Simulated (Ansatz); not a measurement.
Start from `COB(N)[SiH3]` and change one atom or group to get `COB(N)O`.

Ansatz, PBE0-D4/def2-TZVP geometries, multiplicity 1. Each molecule was computed in one conformer, which needn't be the lowest.

```csv
property,`COB(N)[SiH3]`
size of the dipole moment (ωB97M-V/def2-TZVPP) / D,0.98
LUMO energy (B3LYP/def2-TZVPP) / eV,0.00
size of the dipole moment (B3LYP/def2-TZVPP) / D,0.98
LUMO energy (PBE0/def2-TZVPP) / eV,0.18
LUMO energy (PBE/def2-TZVPP) / eV,-0.70
HOMO energy (ωB97M-V/def2-TZVPP) / eV,-10.02
```

**Question.** What does the change do to each property? (Best estimate.)

**Answer.** Ansatz gave: 
```json
{"property": "size of the dipole moment (ωB97M-V/def2-TZVPP) / D", "`COB(N)O`": "1.87", "shift": "0.89"}
{"property": "LUMO energy (B3LYP/def2-TZVPP) / eV", "`COB(N)O`": "0.51", "shift": "0.51"}
{"property": "size of the dipole moment (B3LYP/def2-TZVPP) / D", "`COB(N)O`": "1.87", "shift": "0.89"}
{"property": "LUMO energy (PBE0/def2-TZVPP) / eV", "`COB(N)O`": "0.86", "shift": "0.68"}
{"property": "LUMO energy (PBE/def2-TZVPP) / eV", "`COB(N)O`": "0.06", "shift": "0.76"}
{"property": "HOMO energy (ωB97M-V/def2-TZVPP) / eV", "`COB(N)O`": "-9.99", "shift": "0.03"}
```

With PBE0 the HOMO rises by 0.10 eV and the LUMO rises by 0.68 eV, so the gap widens by about 0.58 eV. PBE moves the HOMO by 0.17 eV and ωB97M-V by 0.03 eV. Dipoles are sizes alone; their direction can turn.

B3LYP here is the variant with VWN-RPA as its local correlation; programs differ in this.
